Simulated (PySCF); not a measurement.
# What a mistake does to a calculation on B2GeH3O

These are calculations, not measurements. They come from PySCF 2.14.0, an open-source quantum chemistry program, on an isolated molecule that a program drew, which may never have been made. The molecule is B2GeH3O (charge 0, doublet), drawn as the SMILES string `[BH][GeH2][B]=O`.

Each row is a Hartree-Fock (HF) and frozen-core CCSD(T) single point in the cc-pVDZ basis, meant for a local HF minimum. Run 1 is clean. Each other run has one planted mistake out of seven kinds, and not every kind appears here: one electron removed, one electron added, multiplicity raised by two, geometry at a saddle point, minimal basis STO-3G, one bond length entered in bohr, all coordinates scaled. The reference is restricted for singlets and unrestricted otherwise, and also for a bond in bohr. Adding or removing an electron swaps singlet and doublet. Electrons count all cores. HOMO and LUMO are orbital energies over both spins, the gradient is its largest component, and the lowest frequency (negative if imaginary) is given only where the gradient is small. Bond lengths are over the 6 bonds as drawn. T1 is the CCSD diagnostic: over 0.02 (restricted) or 0.045 (unrestricted) a single reference is doubtful. Germanium has the cc-pVDZ-PP basis, with a core potential (ECP10MDF) in place of its 10 inner electrons, and its 3s, 3p and 3d shells are frozen in CCSD(T).

Geometry of the clean run:
```xyz
7
B2GeH3O, angstrom
B     1.0896   -2.4254    0.0139
Ge    2.5139   -1.2493    0.9517
B     3.7536   -0.5163   -0.5329
O     4.4575   -0.1113   -1.3981
H     1.0253   -3.6001   -0.1866
H     1.8881   -0.0401    1.6444
H     3.4070   -1.9915    1.9502
```

| run | electrons | basis functions | <S^2> | HOMO (eV) | LUMO (eV) | gradient (hartree/bohr) | lowest frequency (cm^-1) | mean bond (Å) | longest bond (Å) | T1 | HF (hartree) | CCSD(T) (hartree) | mistake |
|---|---|---|---|---|---|---|---|---|---|---|---|---|---|
| 1 | 53 | 80 | 0.757 | -9.65 | 0.46 | 1.8e-05 | 69 | 1.5965 | 2.072 | 0.0192 | -419.32839 | -419.78929 | no fault |
| 2 | 54 | 80 | 0.000 | -0.58 | 6.72 | 3.2e-02 | - | 1.5965 | 2.072 | 0.0211 | -419.30173 | -419.79807 | one electron added |
| 3 | 53 | 80 | 2.498 | -8.68 | 0.74 | 1.6e-02 | - | 1.7725 | 2.242 | 0.0618 | -419.07273 | -419.47178 | one bond length entered in bohr |
| 4 | 53 | 80 | 3.762 | -8.65 | -2.77 | 4.7e-02 | - | 1.5965 | 2.072 | 0.0281 | -419.19897 | -419.65117 | multiplicity raised by two |
| 5 | 52 | 80 | 0.000 | -17.79 | -7.17 | 4.9e-02 | - | 1.5965 | 2.072 | 0.0236 | -419.01912 | -419.47695 | ? |
| 6 | 53 | 80 | 0.756 | -9.53 | 0.64 | 1.4e-01 | - | 1.4943 | 1.939 | 0.0169 | -419.29404 | -419.74530 | ? |

**Which mistake was planted in run 5, and what did it cost?**

It counts 52 electrons, one fewer than the clean run, at the same geometry and basis. So the mistake is: one electron removed. Subtracting run 1 and multiplying by 627.51 kcal/mol a hartree, the energy moved by 194.1 kcal/mol in HF and 196.0 kcal/mol in CCSD(T).

**Which mistake was planted in run 6, and what did it cost?**

The mean and the longest bond both change by the same factor, 0.936, and the gradient is no longer small. So the mistake is: all coordinates scaled. Subtracting run 1 and multiplying by 627.51 kcal/mol a hartree, the energy moved by 21.6 kcal/mol in HF and 27.6 kcal/mol in CCSD(T).

Cautions from the logs. Run 2: T1 is over the limit, so its CCSD(T) energy is less reliable; run 3: T1 is over the limit, so its CCSD(T) energy is less reliable; run 5: T1 is over the limit, so its CCSD(T) energy is less reliable.
